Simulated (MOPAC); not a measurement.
A run for MOPAC: AM1 on FH2I (a complex), monomers drawn apart or pushed together.

```
AM1 1SCF PRECISE CHARGE=0 THREADS=1
FH2I

F     -0.07014391 1     0.47503342 1    -0.24116469 1
H      0.00476218 1     0.03463117 1     0.57653190 1
I      0.38013599 1    -1.92200910 1     4.89307004 1
H      0.34143679 1    -0.44977754 1     5.55962238 1
```

Output:

```
*******************************************************************************
 **                                                                           **
 **                              MOPAC v23.2.5                                **
 **                                                                           **
 *******************************************************************************
 ** MOPAC's Digital Object Identifier: https://doi.org/10.5281/zenodo.6511958 **
 **                                                                           **
 ** Please cite the open-source release paper for use of this MOPAC version:  **
 ** J. E. Moussa and J. J. P. Stewart (2026)                                  **
 ** MOPAC: An open-source semiempirical molecular orbital program             **
 ** J. Open Source Softw., 11(119), 8025, https://doi.org/10.21105/joss.08025 **
 *******************************************************************************

                              AM1 CALCULATION RESULTS

 *******************************************************************************
 *  AM1        - The AM1 Hamiltonian to be used
 *
 *
 *
 *                 CHARGE ON SYSTEM = 0
 *
 *
 *
 *  PRECISE    - TIGHTER CRITERIA TO BE USED
 *  1SCF       - DO 1 SCF AND THEN STOP
 *  THREADS=1  - MULTI-THREADING NOT USED
 *  T=         - A TIME OF 172800.0 SECONDS REQUESTED
 *  DUMP=N     - RESTART FILE WRITTEN EVERY 7200.0 SECONDS REQUESTED
 *******************************************************************************
AM1 1SCF PRECISE CHARGE=0 THREADS=1
 FH2I

   ATOM   CHEMICAL          X               Y               Z
  NUMBER   SYMBOL      (ANGSTROMS)     (ANGSTROMS)     (ANGSTROMS)

     1       F         -0.07014391  *   0.47503342  *  -0.24116469  *
     2       H          0.00476218  *   0.03463117  *   0.57653190  *
     3       I          0.38013599  *  -1.92200910  *   4.89307004  *
     4       H          0.34143679  *  -0.44977754  *   5.55962238  *



          CARTESIAN COORDINATES

    NO.       ATOM           X           Y           Z

     1         F         -0.0701      0.4750     -0.2412
     2         H          0.0048      0.0346      0.5765
     3         I          0.3801     -1.9220      4.8931
     4         H          0.3414     -0.4498      5.5596

  H: (AM1): M.J.S. DEWAR ET AL, J. AM. CHEM. SOC. 107 3902-3909 (1985)
  F: (AM1): M.J.S. DEWAR AND E. G. ZOEBISCH, THEOCHEM, 180, 1 (1988).
  I: (AM1): M.J.S. DEWAR AND E. G. ZOEBISCH, THEOCHEM, 180, 1 (1988).

           Empirical Formula: H2 F I  =     4 atoms



      MOLECULAR POINT GROUP   :   Cs


      RHF CALCULATION, NO. OF DOUBLY OCCUPIED LEVELS = 8


 -------------------------------------------------------------------------------
 AM1 1SCF PRECISE CHARGE=0 THREADS=1
 FH2I



     1SCF WAS SPECIFIED, SO BFGS WAS NOT USED
     SCF FIELD WAS ACHIEVED


                              AM1 CALCULATION
                                                       MOPAC v23.2.5 Linux




          FINAL HEAT OF FORMATION =        -59.28724 KCAL/MOL =    -248.05781 KJ/MOL


          COSMO AREA              =        110.24 SQUARE ANGSTROMS
          COSMO VOLUME            =         81.63 CUBIC ANGSTROMS

          IONIZATION POTENTIAL    =         11.054180 EV
          HOMO LUMO ENERGIES (EV) =        -11.054  0.353
          NO. OF FILLED LEVELS    =          8
          MOLECULAR WEIGHT        =        147.9187         POINT GROUP:  Cs

          MOLECULAR DIMENSIONS (Angstroms)

            Atom       Atom       Distance
            H     4    F     1     5.88845
            I     3    F     1     1.56031
            H     2    F     1     0.00000


          SCF CALCULATIONS        =          1





   ATOM   CHEMICAL          X               Y               Z
  NUMBER   SYMBOL      (ANGSTROMS)     (ANGSTROMS)     (ANGSTROMS)

     1       F         -0.07014391  *   0.47503342  *  -0.24116469  *
     2       H          0.00476218  *   0.03463117  *   0.57653190  *
     3       I          0.38013599  *  -1.92200910  *   4.89307004  *
     4       H          0.34143679  *  -0.44977754  *   5.55962238  *

                             CARTESIAN COORDINATES

   1    F       -0.070143910     0.475033420    -0.241164690
   2    H        0.004762180     0.034631170     0.576531900
   3    I        0.380135990    -1.922009100     4.893070040
   4    H        0.341436790    -0.449777540     5.559622380


           Empirical Formula: H2 F I  =     4 atoms



      MOLECULAR POINT GROUP   :   Cs


                  EIGENVALUES
 -47.90693 -30.51488 -17.02765 -14.12208 -13.93741 -13.93702 -11.07561 -11.05418
   0.35281   5.47572


              NET ATOMIC CHARGES AND DIPOLE CONTRIBUTIONS

  ATOM NO.   TYPE          CHARGE      No. of ELECS.   s-Pop       p-Pop
    1          F          -0.280178        7.2802     1.90268     5.37749
    2          H           0.280173        0.7198     0.71983
    3          I           0.000391        6.9996     1.96851     5.03110
    4          H          -0.000387        1.0004     1.00039
 DIPOLE           X         Y         Z       TOTAL
 POINT-CHG.     0.101    -0.595     1.099     1.254
 HYBRID         0.010     0.957     1.003     1.386
 SUM            0.111     0.361     2.102     2.136


          ATOMIC ORBITAL ELECTRON POPULATIONS

     Atom    s        px        py        pz
    1  F   1.90268   1.99598   1.86080   1.52072
    2  H   0.71983
    3  I   1.96851   1.99945   1.19806   1.83359
    4  H   1.00039

 **********************
 *                    *
 * JOB ENDED NORMALLY *
 *                    *
 **********************




 == MOPAC DONE ==
```

The run finished.

Cost: very roughly 0.03 core-seconds.
